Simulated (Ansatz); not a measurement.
System: C4H5GeO, charge -1, multiplicity 1. It need not be the lowest isomer of its formula. Whether it binds its extra electron was not tested at this geometry. 
Structure (B3LYP-D3(BJ)/def2-TZVP (Ansatz, a program for electronic structure) minimum search):
```
C
C 1 1.3677
O 1 1.3768 2 108.70
H 2 1.0817 1 125.25 3 180.00
C 3 1.4188 1 110.89 2 0.00
C 5 1.3936 3 103.35 1 0.00
H 6 1.0822 5 123.86 3 -180.00
Ge 1 1.9069 2 131.42 4 0.00
H 8 1.5508 1 110.32 2 0.00
H 8 1.5562 9 106.37 1 124.59
H 8 1.5562 9 106.37 10 110.82
```
Charge -1, spin multiplicity 1.

Basis-set convergence of Hartree-Fock and CCSD correlation energies (hartree) with Ansatz. Cores are frozen in the correlated levels unless marked. Spin-orbit coupling is left out. Frozen are the shells of the preceding noble gas and the d and f shells that filled before the atom's block. Non-relativistic.

```csv
basis,functions,E(HF),"E(corr, CCSD)"
aug-cc-pVDZ,196,-2304.51262,-0.89177
aug-cc-pVTZ,404,-2304.63612,-1.04140
aug-cc-pVQZ,723,-2304.65285,-1.08718
```

Extrapolating the two largest sets (X = 3 and 4) as X^-3: E(corr) = (64·(-1.08718) - 27·(-1.04140))/37 = -1.1206 Eh, an estimate of the basis-set limit. The largest set recovers 97.0 % of it, the smallest 79.6 %.
